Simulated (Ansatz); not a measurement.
Consider the cleavage of the Si–Si bond: `N[SiH]([SiH3])CCl` + `[OH][Ge][OH]` → `[OH][Ge][O][SiH3]` + `N[SiH2]CCl`.

Gas-phase electronic energies from Ansatz, PBE0-D4/def2-TZVP geometries. CCSD(T)/CBS is the MP2 limit (def2-TZVPP, def2-QZVPP) plus CCSD(T) − MP2 in def2-TZVPP, frozen cores. Functionals use def2-TZVPP. B3LYP here is the variant with VWN-RPA as its local correlation; programs differ in this. For Ge outer-core shells are correlated without core-valence functions, which leaves a few kJ/mol of doubt a bond. Scalar relativity is left out up to krypton. One conformer a species, not always the lowest.

(1) Is it downhill or uphill in electronic energy at CCSD(T)/CBS, and by how much? (An estimate is asked.)

(2) What do these levels give: PBE0-D4, B3LYP-D4, ωB97X-V, ωB97M-V, B2PLYP, PBE, PBE0, MP2/def2-TZVPP, MP2/def2-QZVPP, HF/CBS(def2), MP2/CBS(def2), CCSD/CBS(def2)? (An estimate is asked.)

Largest T1 diagnostic among the species: 0.015.

## Answers

(1) The calculation gave: Downhill: ΔE = -111.2 kJ/mol.

(2) The calculation gave: PBE0-D4 -93.4, B3LYP-D4 -109.6, ωB97X-V -108.1, ωB97M-V -112.7, B2PLYP -117.9, PBE -87.3, PBE0 -96.1, MP2/def2-TZVPP -119.8, MP2/def2-QZVPP -119.2, HF/CBS(def2) -143.9, MP2/CBS(def2) -117.6, CCSD/CBS(def2) -114.8 kJ/mol.

In def2-TZVPP, CCSD(T) changes the Hartree–Fock value by +28.2 kJ/mol (the triples alone add +3.6 kJ/mol) and MP2 by +21.7 kJ/mol. The D4 term adds +4.4 kJ/mol with B3LYP and +2.7 kJ/mol with PBE0; it sums over pairs of atoms, weighted by their polarisabilities, and B3LYP, whose exchange is more repulsive, gets the larger term.
